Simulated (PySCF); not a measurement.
H2Se, SMILES [SeH2] (connectivity only; charge and spin as stated), charge +1, multiplicity 2. Atoms are numbered in the order given.

```xyz
3

Se     0.0000     0.0000     0.0585
H      0.0000    -1.0681    -0.9944
H      0.0000     1.0681    -0.9944
```
Charge +1, spin multiplicity 2.

The structure is a stationary point at PBE-D3(BJ)/def2-TZVPD. The spin state was assumed, not searched.

These are TDA-M06-2X/def2-TZVPD run with PySCF 2.14.0 values and carry that method's errors.

Vertical excitations. Isolated molecule, no solvent.

```csv
state,energy (eV),λ (nm),f,main pairs
root 1,3.03,410,0.004,β HOMO→LUMO 98 %
root 2,4.76,261,0.000,β HOMO−1→LUMO 98 %
root 3,6.97,178,0.000,α HOMO→LUMO 98 %
root 4,7.80,159,0.001,"α HOMO−1→LUMO 39 %, β HOMO→LUMO+1 56 %"
root 5,8.17,152,0.000,α HOMO→LUMO+1 94 %
root 6,8.75,142,0.000,"α HOMO−2→LUMO 30 %, α HOMO−1→LUMO+1 17 %, β HOMO−1→LUMO+1 32 %, β HOMO→LUMO+2 14 %"
root 7,9.82,126,0.001,"α HOMO−1→LUMO+1 23 %, α HOMO−2→LUMO 15 %, β HOMO→LUMO+2 38 %, β HOMO−1→LUMO+1 20 %"
root 8,9.84,126,0.087,"α HOMO−1→LUMO 49 %, β HOMO→LUMO+1 32 %"
root 9,10.25,121,0.060,"α HOMO−1→LUMO+1 45 %, α HOMO−2→LUMO 13 %, β HOMO→LUMO+2 32 %, β HOMO−1→LUMO+1 6 %"
root 10,10.60,117,0.001,"α HOMO−2→LUMO+1 50 %, β HOMO−1→LUMO+2 36 %"
```
Unrestricted roots are not spin-pure.
